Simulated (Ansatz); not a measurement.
A first, cheap relaxation of `C=C([SiH3])[O][AlH][F]`.

```yaml
crystal:
  periodic: [false, false, false]
  atoms:
    - {symbol: C, position_ang: [-1.097700, -1.660500, -0.682000]}
    - {symbol: C, position_ang: [-0.478100, -0.545600, -0.287400]}
    - {symbol: Si, position_ang: [1.070900, -0.783600, 0.658200]}
    - {symbol: O, position_ang: [-0.915000, 0.733300, -0.603600]}
    - {symbol: Al, position_ang: [-0.267900, 2.390800, -0.182100]}
    - {symbol: F, position_ang: [-1.117800, 3.916500, -0.681700]}
    - {symbol: H, position_ang: [-2.039500, -1.500200, -1.248800]}
    - {symbol: H, position_ang: [-0.755600, -2.600000, -0.485900]}
    - {symbol: H, position_ang: [0.974500, -0.138400, 2.036100]}
    - {symbol: H, position_ang: [2.217900, -0.155600, -0.032800]}
    - {symbol: H, position_ang: [1.373600, -2.218600, 0.864200]}
    - {symbol: H, position_ang: [1.111700, 2.506600, 0.679700]}
basis:
  gaussian: {orbitals: def2-SVP}
hamiltonian: {xc: pbe, dispersion: d4}
relax: {f_tol: 0.03, max_steps: 200}
```

```sh
$ ansatz run in.yaml --threads 4 --pin off --events-out ev --progress --plain --max-ram 10444MiB
```

Shortened log:

```
Functional definition: PBE
mean field -21386.18385576 eV, -785.9277606231 hartree, gradient 2.0e-5 eV, S^2 0.000000; 0 other end points of the search recorded, 0 dependent functions left out
relax step   1: F+E_penalty+E_count = -21386.46810904 eV  Δ(F+E_penalty+E_count) = +0.000e0 eV  max|allowed force component| = 3.152e0 eV/Å  Δτ_max = 0.0000 Å  (31 SCF iters, accepted)
mean field -21386.73689192 eV, -785.9480843272 hartree, gradient 6.3e-6 eV, S^2 0.000000; 0 other end points of the search recorded, 0 dependent functions left out
relax step   2: F+E_penalty+E_count = -21387.02136105 eV  Δ(F+E_penalty+E_count) = -5.533e-1 eV  max|allowed force component| = 1.585e0 eV/Å  Δτ_max = 0.1899 Å  (31 SCF iters, accepted)
mean field -21386.81684890 eV, -785.9510226919 hartree, gradient 1.9e-5 eV, S^2 0.000000; 0 other end points of the search recorded, 0 dependent functions left out
relax step   3: F+E_penalty+E_count = -21387.10123801 eV  Δ(F+E_penalty+E_count) = -7.988e-2 eV  max|allowed force component| = 8.125e-1 eV/Å  Δτ_max = 0.1899 Å  (37 SCF iters, accepted)
mean field -21386.85771970 eV, -785.9525246663 hartree, gradient 8.8e-6 eV, S^2 0.000000; 0 other end points of the search recorded, 0 dependent functions left out
relax step   4: F+E_penalty+E_count = -21387.14160732 eV  Δ(F+E_penalty+E_count) = -4.037e-2 eV  max|allowed force component| = 1.254e0 eV/Å  Δτ_max = 0.0856 Å  (31 SCF iters, accepted)
mean field -21386.90420247 eV, -785.9542328764 hartree, gradient 1.8e-5 eV, S^2 0.000000; 0 other end points of the search recorded, 0 dependent functions left out
relax step   5: F+E_penalty+E_count = -21387.18698278 eV  Δ(F+E_penalty+E_count) = -4.538e-2 eV  max|allowed force component| = 3.479e-1 eV/Å  Δτ_max = 0.0555 Å  (31 SCF iters, accepted)
mean field -21386.91182064 eV, -785.9545128391 hartree, gradient 1.7e-5 eV, S^2 0.000000; 0 other end points of the search recorded, 0 dependent functions left out
relax step   6: F+E_penalty+E_count = -21387.19424437 eV  Δ(F+E_penalty+E_count) = -7.262e-3 eV  max|allowed force component| = 1.574e-1 eV/Å  Δτ_max = 0.0949 Å  (31 SCF iters, accepted)
mean field -21386.91511661 eV, -785.9546339637 hartree, gradient 1.8e-5 eV, S^2 0.000000; 0 other end points of the search recorded, 0 dependent functions left out
relax step   7: F+E_penalty+E_count = -21387.19671719 eV  Δ(F+E_penalty+E_count) = -2.473e-3 eV  max|allowed force component| = 5.267e-2 eV/Å  Δτ_max = 0.0321 Å  (31 SCF iters, accepted)
mean field -21386.91652132 eV, -785.9546855859 hartree, gradient 1.6e-5 eV, S^2 0.000000; 0 other end points of the search recorded, 0 dependent functions left out
relax step   8: F+E_penalty+E_count = -21387.19747862 eV  Δ(F+E_penalty+E_count) = -7.614e-4 eV  max|allowed force component| = 6.315e-2 eV/Å  Δτ_max = 0.0307 Å  (31 SCF iters, accepted)
mean field -21386.91737789 eV, -785.9547170643 hartree, gradient 1.6e-5 eV, S^2 0.000000; 0 other end points of the search recorded, 0 dependent functions left out
relax step   9: F+E_penalty+E_count = -21387.19807427 eV  Δ(F+E_penalty+E_count) = -5.957e-4 eV  max|allowed force component| = 3.303e-2 eV/Å  Δτ_max = 0.0196 Å  (32 SCF iters, accepted)
mean field -21386.91794915 eV, -785.9547380577 hartree, gradient 1.6e-5 eV, S^2 0.000000; 0 other end points of the search recorded, 0 dependent functions left out
relax step  10: F+E_penalty+E_count = -21387.19809067 eV  Δ(F+E_penalty+E_count) = -1.639e-5 eV  max|allowed force component| = 3.788e-2 eV/Å  Δτ_max = 0.0222 Å  (31 SCF iters, accepted)
mean field -21386.91795789 eV, -785.9547383790 hartree, gradient 1.6e-5 eV, S^2 0.000000; 0 other end points of the search recorded, 0 dependent functions left out
relax step  11: F+E_penalty+E_count = -21387.19819077 eV  Δ(F+E_penalty+E_count) = -1.001e-4 eV  max|allowed force component| = 3.693e-2 eV/Å  Δτ_max = 0.0105 Å  (32 SCF iters, accepted)
mean field -21386.91808456 eV, -785.9547430339 hartree, gradient 1.6e-5 eV, S^2 0.000000; 0 other end points of the search recorded, 0 dependent functions left out
relax step  12: F+E_penalty+E_count = -21387.19825181 eV  Δ(F+E_penalty+E_count) = -6.103e-5 eV  max|allowed force component| = 9.244e-4 eV/Å  Δτ_max = 0.0039 Å  (24 SCF iters, accepted)
mean field -21386.91808456 eV, -785.9547430339 hartree, gradient 1.6e-5 eV, S^2 0.000000; 1 other end points of the search recorded, 0 dependent functions left out
Total energy: -21387.19829825 eV, -785.9650406971 hartree
Atom 0 at    -1.187808    -1.527910    -0.737709 Å, force    -0.000287    -0.000896    -0.000402 eV/Å
Atom 1 at    -0.409958    -0.533462    -0.253405 Å, force    -0.000844     0.000241    -0.000257 eV/Å
Atom 2 at     1.176200    -0.866387     0.735632 Å, force     0.000203     0.000319    -0.000170 eV/Å
Atom 3 at    -0.745943     0.772438    -0.462355 Å, force     0.000767    -0.000045     0.000551 eV/Å
Atom 4 at    -0.273876     2.394614    -0.181209 Å, force    -0.000924     0.000513    -0.000580 eV/Å
Atom 5 at    -1.315771     3.548594    -0.791236 Å, force     0.000437     0.000140     0.000069 eV/Å
Atom 6 at    -2.103509    -1.301936    -1.308308 Å, force     0.000543     0.000089     0.000242 eV/Å
Atom 7 at    -0.917362    -2.579634    -0.568853 Å, force    -0.000192     0.000415     0.000038 eV/Å
Atom 8 at     1.065938    -0.215063     2.090543 Å, force     0.000530    -0.000291     0.000101 eV/Å
Atom 9 at     2.348704    -0.231267     0.033021 Å, force    -0.000097    -0.000168     0.000338 eV/Å
Atom 10 at     1.406492    -2.342351     0.890346 Å, force     0.000094     0.000049     0.000068 eV/Å
Atom 11 at     1.033893     2.827064     0.587435 Å, force    -0.000229    -0.000364     0.000003 eV/Å
Dipole moment:     0.188858    -0.148247     0.109329 e Å
```

Run time 22 s (4 threads of an Arm Neoverse V1 on a shared host); peak host memory 0.19 GiB.
